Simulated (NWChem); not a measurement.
System: C2H7FOSi; SMILES C([Si@H](C)F)O

The following NWChem deck was run.

```
start job
memory heap 200 mb stack 900 mb global 1100 mb
geometry units angstroms noautosym nocenter noautoz
  C     -0.977107     1.872809    -0.136525
  Si     0.080038     0.417976     0.359007
  F      1.594880     0.688937    -0.187353
  C     -0.566818    -1.170263    -0.421101
  O      0.130013    -2.269241     0.111758
  H     -1.995646     1.779440     0.272764
  H     -0.546428     2.812114     0.243125
  H     -1.053872     1.955357    -1.232050
  H      0.169591     0.269289     1.838468
  H     -0.453170    -1.078513    -1.522275
  H     -1.661389    -1.221480    -0.230878
  H     -0.167568    -3.068908    -0.332580
end
basis spherical
  * library 6-31g*
end
dft
  xc b3lyp
  iterations 150
end
cosmo
  do_cosmo_smd true
  solvent chcl3
end
task dft energy
```

NWChem printed, in part:

```
             Northwest Computational Chemistry Package (NWChem) 7.3.0
             --------------------------------------------------------

                             Geometry "geometry" -> ""
                             -------------------------

 Output coordinates in angstroms (scale by  1.889725989 to convert to a.u.)

  No.       Tag          Charge          X              Y              Z
 ---- ---------------- ---------- -------------- -------------- --------------
    1 C                    6.0000    -0.97710700     1.87280900    -0.13652500
    2 Si                  14.0000     0.08003800     0.41797600     0.35900700
    3 F                    9.0000     1.59488000     0.68893700    -0.18735300
    4 C                    6.0000    -0.56681800    -1.17026300    -0.42110100
    5 O                    8.0000     0.13001300    -2.26924100     0.11175800
    6 H                    1.0000    -1.99564600     1.77944000     0.27276400
    7 H                    1.0000    -0.54642800     2.81211400     0.24312500
    8 H                    1.0000    -1.05387200     1.95535700    -1.23205000
    9 H                    1.0000     0.16959100     0.26928900     1.83846800
   10 H                    1.0000    -0.45317000    -1.07851300    -1.52227500
   11 H                    1.0000    -1.66138900    -1.22148000    -0.23087800
   12 H                    1.0000    -0.16756800    -3.06890800    -0.33258000

 Effective nuclear repulsion energy (a.u.)     244.0116102971

                                 NWChem DFT Module
                                 -----------------

 Summary of "ao basis" -> "ao basis" (spherical)
 ------------------------------------------------------------------------------
       Tag                 Description            Shells   Functions and Types
 ---------------- ------------------------------  ------  ---------------------
 C                           6-31g*                  6       14   3s2p1d
 Si                          6-31g*                  8       18   4s3p1d
 F                           6-31g*                  6       14   3s2p1d
 O                           6-31g*                  6       14   3s2p1d
 H                           6-31g*                  2        2   2s

 in cosmo_initialize ...
 calling solv_data for solv:chcl3

[...]

                                COSMO-SMD solvation results
                                ---------------------------

             internal energy in gas <Psi(g)|H|Psi(g)> =      -545.030542623555
         internal energy in solvent <Psi(s)|H|Psi(s)> =      -545.029577666961
                               delta internal energy  =         0.000964956594 (    0.61 kcal/mol)
   total free energy in solvent <Psi(s)|H+V/2|Psi(s)> =      -545.038851462980
 polarization energy contribution <Psi(s)|V/2|Psi(s)> =        -0.009273796020 (   -5.82 kcal/mol)
    total free energy in solvent including G(SMD-CDS) =      -545.039147144223
                       G(SMD-CDS) energy contribution =        -0.000295681243 (   -0.19 kcal/mol)
     1 M fixed-concentration free energy of solvation =        -0.008604520668 (   -5.40 kcal/mol)

                       DFT Final Molecular Orbital Analysis
                       ------------------------------------

 Vector   23  Occ=2.000000D+00  E=-3.170223D-01
              MO Center= -1.9D-01,  9.3D-01,  4.7D-01, r^2= 2.9D+00
   Bfn.  Coefficient  Atom+Function         Bfn.  Coefficient  Atom+Function
  ----- ------------  ---------------      ----- ------------  ---------------
    82      0.299357   9 H  s                 4      0.249274   1 C  py
    23      0.249973   2 Si pz               81      0.217920   9 H  s
     3     -0.205507   1 C  px                8      0.173108   1 C  py
    37     -0.171261   3 F  pz               22     -0.168237   2 Si py
    21      0.150975   2 Si px                5     -0.132616   1 C  pz

 Vector   24  Occ=2.000000D+00  E=-2.876957D-01
              MO Center= -2.3D-01, -6.9D-01, -7.3D-02, r^2= 3.1D+00
   Bfn.  Coefficient  Atom+Function         Bfn.  Coefficient  Atom+Function
  ----- ------------  ---------------      ----- ------------  ---------------
    22      0.303334   2 Si py               51     -0.238468   4 C  pz
    50     -0.231277   4 C  py               65      0.226637   5 O  pz
    49     -0.179524   4 C  px               66      0.175396   5 O  s
    69      0.169994   5 O  pz                4     -0.159129   1 C  py
    52     -0.149759   4 C  s                54     -0.145878   4 C  py

 Vector   25  Occ=2.000000D+00  E=-2.696857D-01
              MO Center= -1.4D-01, -2.0D+00, -8.9D-02, r^2= 1.5D+00
   Bfn.  Coefficient  Atom+Function         Bfn.  Coefficient  Atom+Function
  ----- ------------  ---------------      ----- ------------  ---------------
    63      0.428826   5 O  px               65     -0.385208   5 O  pz
    67      0.337147   5 O  px               69     -0.305671   5 O  pz
    86      0.209292  11 H  s                84     -0.170481  10 H  s
    85      0.165346  11 H  s                49     -0.153300   4 C  px
    83     -0.134696  10 H  s                51      0.104275   4 C  pz

 Vector   26  Occ=0.000000D+00  E= 4.226640D-02
              MO Center=  1.1D-01, -5.4D-02,  3.5D-01, r^2= 4.8D+00
   Bfn.  Coefficient  Atom+Function         Bfn.  Coefficient  Atom+Function
  ----- ------------  ---------------      ----- ------------  ---------------
    25      0.981563   2 Si px                6      0.438656   1 C  s
    38     -0.440702   3 F  s                88      0.382306  12 H  s
    66     -0.379470   5 O  s                21      0.330451   2 Si px
    86      0.276037  11 H  s                76      0.254020   6 H  s
    20      0.140597   2 Si s                78     -0.134683   7 H  s

[...]
```

Level: B3LYP/6-31G* (spherical d), SMD on the gas-phase geometry. Geometry: optimised at PBE0/def2-SVP. No frequency run checked for a minimum. Solvent: chloroform.
